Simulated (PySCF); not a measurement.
## Atomic charges against the basis set

CH₇FOSi₂.
Bonds: C1–O2, O2–Si3, Si3–Si4, Si4–F5. Hydrogens: H6, H7, H8 on C1; H9, H10 on Si3; H11, H12 on Si4.

PBE0 throughout (PySCF), one geometry, spherical d and f functions. Isolated species at its PBE0-D3(BJ)/def2-SVP geometry (one conformer only). Atoms taken as equivalent share a column and are averaged. The first 7 of 8 kinds of atom are listed.

Mulliken charges (e):

```json
{"basis": "pcSseg-0", "functions": "67", "C1": "-0.290", "O2": "-0.854", "Si3": "+0.571", "Si4": "+0.660", "F5": "-0.506", "H6/H7/H8": "+0.221", "H9/H10": "-0.058"}
{"basis": "cc-pVDZ", "functions": "113", "C1": "+0.080", "O2": "-0.439", "Si3": "+0.335", "Si4": "+0.480", "F5": "-0.335", "H6/H7/H8": "+0.046", "H9/H10": "-0.065"}
{"basis": "aug-cc-pVDZ", "functions": "186", "C1": "+0.912", "O2": "-0.762", "Si3": "+0.081", "Si4": "-0.026", "F5": "-0.606", "H6/H7/H8": "-0.214", "H9/H10": "+0.255"}
{"basis": "cc-pVTZ", "functions": "256", "C1": "-0.093", "O2": "-0.326", "Si3": "+0.232", "Si4": "+0.435", "F5": "-0.307", "H6/H7/H8": "+0.083", "H9/H10": "-0.047"}
{"basis": "IGLO-III", "functions": "263", "C1": "-0.284", "O2": "-0.448", "Si3": "+0.667", "Si4": "+0.872", "F5": "-0.498", "H6/H7/H8": "+0.128", "H9/H10": "-0.174"}
```

IAO charges (e):

```tsv
basis	functions	C1	O2	Si3	Si4	F5	H6/H7/H8	H9/H10
pcSseg-0	67	-0.215	-0.584	+0.538	+0.655	-0.487	+0.138	-0.085
cc-pVDZ	113	-0.193	-0.621	+0.660	+0.776	-0.527	+0.134	-0.129
aug-cc-pVDZ	186	-0.202	-0.634	+0.666	+0.782	-0.542	+0.138	-0.127
cc-pVTZ	256	-0.203	-0.640	+0.688	+0.801	-0.543	+0.139	-0.135
IGLO-III	263	-0.204	-0.646	+0.697	+0.807	-0.548	+0.140	-0.137
```

Some averages cover members that differ in this geometry, most widely: H6/H7/H8, Mulliken in aug-cc-pVDZ -0.316 to -0.162; H6/H7/H8, IAO in pcSseg-0 +0.128 to +0.159; H6/H7/H8, Mulliken in cc-pVTZ +0.074 to +0.101; H6/H7/H8, IAO in aug-cc-pVDZ +0.130 to +0.156 e.

Question: Which scheme is steadiest as the basis changes?

Answer: Largest range over the bases for any column: IAO 0.16 e, Mulliken 1.20 e. IAO charges move least and Mulliken charges most, counted in e.

Question: How much do the charges still move between the two largest bases, cc-pVTZ and IGLO-III?

Answer: At most, over all atoms: Mulliken 0.436 e, IAO 0.010 e.

Question: What do the same runs give for the total energy, the frontier levels and the dipole moment?

Answer: 
| basis | energy (Eh) | HOMO (eV) | LUMO (eV) | μ (D) |
| --- | --- | --- | --- | --- |
| pcSseg-0 | -794.7411 | -8.04 | -0.82 | 2.50 |
| cc-pVDZ | -795.9580 | -8.10 | -0.64 | 2.10 |
| aug-cc-pVDZ | -795.9850 | -8.24 | -0.99 | 2.10 |
| cc-pVTZ | -796.0752 | -8.19 | -0.85 | 2.06 |
| IGLO-III | -796.0879 | -8.25 | -0.88 | 2.12 |

The dipole is fixed by the density alone, so its range of 0.44 D shows that the density itself changes with the basis, not only its division among atoms.
